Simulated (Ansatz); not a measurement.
`CC(=O)[SeH]` + H₂O → `O=C(O)[SeH]` + CH₄ at 298.15 K and 1 bar (formal hydrolysis of a C–C bond).

Calculated with Ansatz (gas phase, PBE0-D4/def2-TZVP geometries, no zero-point term in ΔE). CCSD(T)/CBS is the MP2 limit (def2-TZVPP, def2-QZVPP) plus CCSD(T) − MP2 in def2-TZVPP, frozen cores. This one scheme is used for every species. For Se outer-core shells are correlated without core-valence functions, which leaves a few kJ/mol of doubt a bond. Scalar relativity is left out up to krypton. Each species was taken in one conformer, which may not be the lowest.

| species | CCSD(T)/CBS energy (Eh) | H − E (kJ/mol) | S (J/(mol·K)) |
| --- | --- | --- | --- |
| `CC(=O)[SeH]` | -2554.38193 | 159.8 | 315.0 |
| H₂O | -76.37941 | 66.4 | 188.7 |
| `O=C(O)[SeH]` | -2590.30840 | 99.6 | 299.4 |
| CH₄ | -40.46206 | 127.4 | 186.2 |

H − E and S are ideal-gas, rigid-rotor, harmonic terms from PBE0-D4/def2-TZVP, for one conformer and one mirror image of each species. 1 Eh = 2625.50 kJ/mol, R = 8.31446 J/(mol·K).

Question: By hand: ΔE, ΔH, ΔS and ΔG.

Answer: ΔE = (-2590.30840) + (-40.46206) − (-2554.38193) − (-76.37941) = -0.00912 Eh = -23.9 kJ/mol. Δ(H − E) = 99.6 + 127.4 − 159.8 − 66.4 = 0.8, so ΔH = -23.1 kJ/mol. ΔS = 299.4 + 186.2 − 315.0 − 188.7 = -18.1 J/(mol·K). ΔG = -23.1 − 298.15 × (-18.1)/1000 = -17.7 kJ/mol.

Question: By hand: the equilibrium constant, and the temperature at which ΔG would vanish if ΔH and ΔS stayed fixed.

Answer: log₁₀ K = −ΔG/(RT ln 10) = 3.1. ΔG = 0 at ΔH/ΔS = 1276 K, though so small a ΔS makes that figure unsure.

ΔH outweighs TΔS. A doubt of 5 kJ/mol in ΔE shifts log₁₀ K by 0.9 here. Other conformers and mirror images would add mixing entropy, several J/(mol·K) or more a flexible species. These are equilibria of isolated gas molecules and say nothing of rates. Largest T1 diagnostic: 0.014 (customary marks: 0.02 for closed shells, 0.045 for open ones).
